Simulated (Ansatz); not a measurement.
Gas-phase electronic energies from Ansatz, PBE0-D4/def2-TZVP geometries. CCSD(T)/CBS is the MP2 limit (def2-TZVPP, def2-QZVPP) plus CCSD(T) − MP2 in def2-TZVPP, frozen cores. This one scheme is used for every species. DFT in def2-TZVPP. B3LYP here is the variant with VWN-RPA as its local correlation; programs differ in this. One conformer a species, not always the lowest.

Reaction (substitution at a C–Al bond): `[CH3][AlH][B](C)F` + `N=CCl` → `C/N=C/Cl` + `C[B](F)[AlH2]`

| level | ΔE (kcal/mol) | difference from CCSD(T)/CBS |
| --- | --- | --- |
| PBE-D4 | 13.9 | -0.7 |
| r2SCAN-D4 | 14.8 | 0.2 |
| PBE0-D4 | 13.9 | -0.7 |
| B3LYP-D4 | 13.5 | -1.1 |
| ωB97M-V | 14.7 | 0.1 |
| PBE | 14.0 | -0.6 |
| PBE0 | 14.0 | -0.6 |
| B3LYP | 13.7 | -0.9 |
| HF/def2-TZVPP | 11.9 | -2.7 |
| SCS-MP2/def2-TZVPP | 13.5 | -1.1 |
| CCSD/def2-TZVPP | 14.0 | -0.6 |
| CCSD(T)/def2-TZVPP | 14.1 | -0.5 |
| HF/def2-QZVPP | 11.9 | -2.7 |
| HF/CBS(def2) | 11.9 | -2.7 |
| MP2/CBS(def2) | 15.1 | 0.5 |
| CCSD/CBS(def2) | 14.5 | -0.1 |
| CCSD(T)/CBS | 14.6 | 0 |

Largest T1 diagnostic among the species: 0.013.

In def2-TZVPP, CCSD(T) changes the Hartree–Fock value by +2.2 kcal/mol (the triples alone add +0.1 kcal/mol) and MP2 by +2.7 kcal/mol.
